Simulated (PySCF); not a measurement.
Si(H)2(F)(OEt) (C₂H₇FOSi), SMILES CCO[SiH2]F.

Coordinates come from a B3LYP-D3(BJ)/def2-SVP optimisation. One conformer was computed; it need not be the lowest.

Two levels are set side by side: TDDFT-PBE/def2-SVPD (PySCF) and TDDFT-M06-2X/def2-SVPD (PySCF). Vertical, same geometry. The lowest singlet is HOMO→LUMO+1 54 %, HOMO→LUMO 45 % with PBE and HOMO→LUMO 63 %, HOMO→LUMO+2 22 % with the other functional; states are paired by order. Differences are taken from unrounded values.

```
quantity                              TDDFT-M06-2X  TDDFT-PBE  TDDFT-PBE minus TDDFT-M06-2X
------------------------------------  ------------  ---------  ----------------------------
lowest singlet excitation (eV)                8.21       6.91                         -1.30
lowest triplet excitation (TDA) (eV)          7.95       6.61                         -1.34
```

A lower first singlet is the usual sign of a functional without exact exchange. Differences between two approximate levels are no errors against the true value.

Rough cost on one machine, each run with all the roots and properties that it gave: TDDFT-M06-2X against TDDFT-PBE about 20 times.
